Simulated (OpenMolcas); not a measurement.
A calculation on I⁺.

```json
{
 "Program": "OpenMolcas 26.06",
 "Method": "CASSCF",
 "Basis": "ANO-RCC-VQZP [8s7p5d3f2g]",
 "Scalar Hamiltonian": "DKH2, point nucleus",
 "Active space": "4 electrons in 3 orbitals (5p)",
 "State averaging": "2S+1 = 3 even, 3 roots; 2S+1 = 1 even, 6 roots",
 "Spin-orbit coupling": "state interaction with AMFI integrals over the reference wave functions, term energies averaged over their components"
}
```

Problem. Which level of the active space comes out lowest?

Solution. 5s² 5p⁴ ³P₂, with 94 % of that term; it is also the measured ground level.

Problem. How high does 5s² 5p⁴ ¹S₀ lie?

Solution. 33155 cm⁻¹ above the lowest level; measured 29501 cm⁻¹ above the ground level, so the calculation is off by +12 %.

Problem. How high does 5s² 5p⁴ ³P₀ lie?

Solution. 6570 cm⁻¹ above the lowest level; measured 6448 cm⁻¹ above the ground level, so the calculation is off by +2 %.

Problem. How high does 5s² 5p⁴ ³P₁ lie?

Solution. 6231 cm⁻¹ above the lowest level; measured 7087 cm⁻¹ above the ground level, so the calculation is off by -12 %.

Problem. The level at 0.0 cm⁻¹ has J = 2. What is it made of, and what is its g factor?

Solution. 94 % 5s² 5p⁴ ³P₂, 6 % 5s² 5p⁴ ¹D; g = 1.470, against 1.501 from Landé's formula for the pure leading term.

Measured values: NIST Handbook of Basic Atomic Spectroscopic Data.

With the s shell closed, the reference lacks s² → p² mixing. Measured partners are found by configuration, term and J. A level has none where our copy of the source lacks it or the pairing is in doubt (some pairs that miss far off the trend of their configuration count as doubtful), and it then counts in no deviation. Only configurations of the active space appear.
